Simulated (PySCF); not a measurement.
**KSi: frontier orbitals**

PBEsol at R = 3.039 Å; K 6-31G(d,p), Si 6-31G(d,p); no relativity (PySCF 2.14). State: ⁴Σ⁻ (quartet), unpaired electrons σ ↑, π ↑↑. Only the outer orbitals are listed, counted within each symmetry.

```tsv
spin	orbital	occ.	ε (eV)	on K (%)	main shells (%)
α	7σ	1	-35.49	100	100 K s
α	3π	1	-19.36	100	100 K p
α	3π	1	-19.36	100	100 K p
α	8σ	1	-19.34	99	100 K p
α	9σ	1	-9.38	1	98 Si s
α	10σ	1	-3.44	23	76 Si p, 20 K s
α	4π	1	-3.06	13	87 Si p
α	4π	1	-3.06	13	87 Si p
α	11σ	0	-1.85	89	74 K s, 14 K p, 12 Si p
α	5π	0	-0.53	98	88 K p, 10 K d
α	5π	0	-0.53	98	88 K p, 10 K d
β	7σ	1	-35.44	100	100 K s
β	3π	1	-19.31	100	100 K p
β	3π	1	-19.31	100	100 K p
β	8σ	1	-19.25	100	100 K p
β	9σ	1	-7.46	5	94 Si s
β	10σ	0	-2.00	65	62 K s, 33 Si p
β	4π	0	-1.30	26	74 Si p, 15 K p, 12 K d
β	4π	0	-1.30	26	74 Si p, 15 K p, 12 K d
```

Q: Which are the highest filled and the lowest empty level, where do they sit, and how wide is the gap?

A: Highest filled α 4π at -3.06 eV (in %: 87 Si p); lowest empty β 10σ at -2.00 eV (in %: 62 K s, 33 Si p); the gap at PBEsol is 1.06 eV.

```
bond order (Mayer)                              : 0.91
⟨S²⟩                                            : 3.750
charge on K (Mulliken, basis-dependent)         : 0.45
charge on K (Löwdin, basis-dependent)           : 0.11
dipole moment (positive dipole means K(−)Si(+)) : -8.91 D
```

The state is the lowest determinant that a PBE0 search found; another state may lie lower at other levels.
